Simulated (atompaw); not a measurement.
# platinum: variants of one PAW (atompaw) potential

Base potential:

```json
{"Element": "Pt (Z = 78)", "Generator": "atompaw 4.2.0.5", "Type": "PAW", "Functional": "PBEsol", "Relativity": "scalar-relativistic", "Frozen core": "[Kr] 4d10 4f14", "Valence charge": "18", "Reference configuration": "5s2 5p6 5d7 6s0 6p0 (charge +3)", "Partial waves": "5s (bound): rc 1.15 bohr; 6s (bound, empty): rc 1.95 bohr; 5p (bound): rc 1.80 bohr; 6p (bound, empty): rc 1.90 bohr; 5d (bound): rc 1.95 bohr; 5d channel at -1.6 Ry: rc 1.95 bohr", "Local potential": "troulliermartins scheme with l = 3 at 0 Ry, radius 1.30 bohr", "Core correction": "smooth core density matched at 1.15 bohr", "Augmentation charge": "sinc compensation charge, radius 1.55 bohr; PAW radius 1.95 bohr; waves and projectors: custom polynom vanderbiltortho"}
```

All-electron outer shells of the reference configuration (PBEsol, scalar-relativistic, ld1.x):

```
shell  level (eV)  outermost node (bohr)  outermost maximum (bohr)
   5s     -137.10                   0.49                      0.87
   4f     -105.67                      –                      0.38
   5p      -90.88                   0.53                      0.98
   5d      -38.80                   0.57                      1.23
   6s      -32.33                   1.12                      2.10
   6p      -23.00                   1.31                      2.57
```

Cutoffs, loose and tight: the cutoffs (Ry, on a coarse ladder) from which the occupation-weighted sum of valence levels, in a spherical-Bessel basis at the reference potential, stays within 10 and 1 mRy of its value at 400 Ry. They see the waves, projectors and local potential, not the compensation charge or the core. A dash means not determined.

A true bound ghost makes a file unfit for plane-wave use even where its test errors are small: the radial tests pick states by their node count and pass the ghost by.

| change | outcome | cutoff, loose | cutoff, tight | bound ghosts |
| --- | --- | --- | --- | --- |
| base | generated | 45 Ry | 80 Ry | s |
| wave 6s (bound): rc 1.95 bohr becomes 6s (bound): rc 1.04 bohr | generated | 45 Ry | 90 Ry | s |
| wave 6s (bound): rc 1.95 bohr becomes 6s (bound): rc 1.14 bohr | generated | 80 Ry | 90 Ry | s |
| wave 6s (bound): rc 1.95 bohr becomes 6s (bound): rc 1.24 bohr | generated | 80 Ry | 90 Ry | s |
| wave 6s (bound): rc 1.95 bohr becomes 6s (bound): rc 1.40 bohr | generated | 45 Ry | 90 Ry | s |
| wave 6s (bound): rc 1.95 bohr becomes 6s (bound): rc 1.50 bohr | generated | 80 Ry | 90 Ry | s |
| wave 6s (bound): rc 1.95 bohr becomes 6s (bound): rc 1.64 bohr | generated | 90 Ry | 90 Ry | s |
| wave 6s (bound): rc 1.95 bohr becomes 6s (bound): rc 1.78 bohr | failed: atompaw: The overlap operator has at least one negative eigenvalue! | – | – | – |
| wave 6s (bound): rc 1.95 bohr becomes 6s (bound): rc 1.90 bohr | failed: atompaw: The overlap operator has at least one negative eigenvalue! | – | – | – |
